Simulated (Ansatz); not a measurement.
Input for Ansatz (a program for electronic structure): R-CCSD(T)/aug-cc-pVDZ on CN2O (a complex).

Ansatz 0.2 input:
```yaml
crystal:
  periodic: [false, false, false]
  atoms:
    - {symbol: C, position_ang: [0.68787463, -0.17168019, -0.67007106]}
    - {symbol: O, position_ang: [-0.27296293, 0.09222424, -0.14784971]}
    - {symbol: N, position_ang: [0.35979203, -0.03901225, 3.09924261]}
    - {symbol: N, position_ang: [-0.62280054, 0.08337772, 3.55682295]}
basis:
  gaussian:
    orbitals: aug-cc-pVDZ
magnetization: {spin_polarized: false}
correlation: {method: ccsd_t, electrons: outside_noble_gas}
scf: {lower_state_search: off}
```

The head of its log:

```
WARN ansatz: RAYON_NUM_THREADS=1 ignored (pool sized by the plan → 1); use --threads N
Functional definition: HF
these checks for a lower state are left out or cut short: stability, starts, cluster_reference, orbital_swaps, neighbouring_geometries, increment
integrals: 0.10 GiB planned
921 factors; integrals over basis functions are off by at most 6.2e-4 eV
mean field: 0.17 GiB planned
mean field evaluation 1: about -6031.6362 eV, gradient 2.8e1 eV
mean field evaluation 2: about -6031.6444 eV, gradient 2.8e1 eV
mean field evaluation 4: about -6033.1831 eV, gradient 2.7e0 eV
mean field evaluation 8: about -6033.2032 eV, gradient 1.3e-4 eV
mean field -6033.20323666 eV, -221.7161294952 hartree, gradient 2.9e-6 eV, S^2 0.000000; 0 other end points of the search recorded, 0 dependent functions left out
4 core orbitals not correlated
reference -6033.20323666 eV, -221.7161294952 hartree; 10, 10 occupied and 78, 78 virtual orbitals, 921 factors
```

Give the final energy of this run.

-222.3666 hartree (reference determinant -221.7161, T1 diagnostic 0.016).
